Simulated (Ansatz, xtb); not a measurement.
## Two structures of H5InO3Si

Structure I is `O[Si](O)(O)[InH2]`, a singlet and structure II is a singlet given by its coordinates. Both are isolated molecules in the gas phase, relaxed with PBE0-D4/def2-SVP; the shapes shown needn't be the lowest conformers.

I (Å):

```tsv
atom	x (Å)	y (Å)	z (Å)
In	0.9967	-2.9401	1.0078
O	-1.4027	-0.8942	-0.7700
O	1.1403	-0.0079	-0.5759
O	-0.7149	0.2028	1.4842
Si	-0.1007	-0.7425	0.2514
H	-2.2382	-0.6001	-0.3928
H	0.8886	0.7016	-1.1790
H	-0.1277	0.3775	2.2256
H	0.9616	-4.3802	0.0387
H	1.8399	-3.0391	2.5308
```

II (Å):

```xyz
10

In   -0.0905   -1.4908    1.3655
O    -1.3122    0.4904    0.7061
O    -0.4474    1.0529   -1.7030
O    -0.6564   -1.5495   -0.6596
Si   -1.3244   -0.1076   -0.9083
H    -1.1195    1.4263    0.8356
H    -2.7048   -0.1486   -1.4524
H    -0.4201    1.0147   -2.6629
H     1.5155   -0.9173    1.5748
H    -1.1930   -2.3765    2.3363
```

Close contacts (Å): In1–O2 2.42, In1–O4 2.10, In1–Si5 2.93, O2–Si5 1.72, O3–Si5 1.66, O4–Si5 1.61, In1–H9 1.72, In1–H10 1.72, O2–H6 0.96, O3–H8 0.96, Si5–H7 1.48.

**Question.** Estimate which is lower in electronic energy at CCSD(T)/def2-SVP + ΔMP2/def2-TZVPP, and by roughly how much.

**Answer.** The CCSD(T)/def2-SVP + ΔMP2/def2-TZVPP calculation puts structure II lower, by 16.7 kcal/mol.

How the difference moves with the method:

```
                             level          geometry  E(II) − E(I) (kcal/mol)  departure from the last row (kcal/mol)  job, with rough time for the two
                  PBE0-D4/def2-SVP  PBE0-D4/def2-SVP                     −15.0                                    +1.6             optimisation, 2.1 min
                       HF/def2-SVP  PBE0-D4/def2-SVP                     −19.5                                    −2.8           part of the CCSD(T) run
                      MP2/def2-SVP  PBE0-D4/def2-SVP                     −24.6                                    −8.0           part of the CCSD(T) run
                  CCSD(T)/def2-SVP  PBE0-D4/def2-SVP                     −22.9                                    −6.2                      single point
CCSD(T)/def2-SVP + ΔMP2/def2-TZVPP  PBE0-D4/def2-SVP                     −16.7                                                        single point, 59 s
```

None of the levels shown reverses the order. The largest departure from CCSD(T)/def2-SVP + ΔMP2/def2-TZVPP is that of MP2/def2-SVP, 8.0 kcal/mol. Levels run at GFN2-xTB geometries aren't shown. The last row adds to CCSD(T) the change of the MP2 difference between the two basis sets, here +6.2 kcal/mol, a large step that makes the value less sure.

With thermal terms from frequencies at re-optimised GFN2-xTB minima (ideal gas, soft modes damped towards free rotors, one conformer each, 298.15 K, 1 atm): on the last row, ΔE + ΔZPE = −16.6, ΔH = −17.1, ΔG = −15.6 kcal/mol.

The correlated steps freeze 12 core orbitals; the filled d shell of In is correlated, in a basis made for valence electrons. Atoms past krypton carry core potentials in the def2 sets and no spin–orbit term is included. Run with Ansatz 0.2.0, xtb 6.7.1; the last row on 2 threads of Arm Neoverse V1 on a shared host.
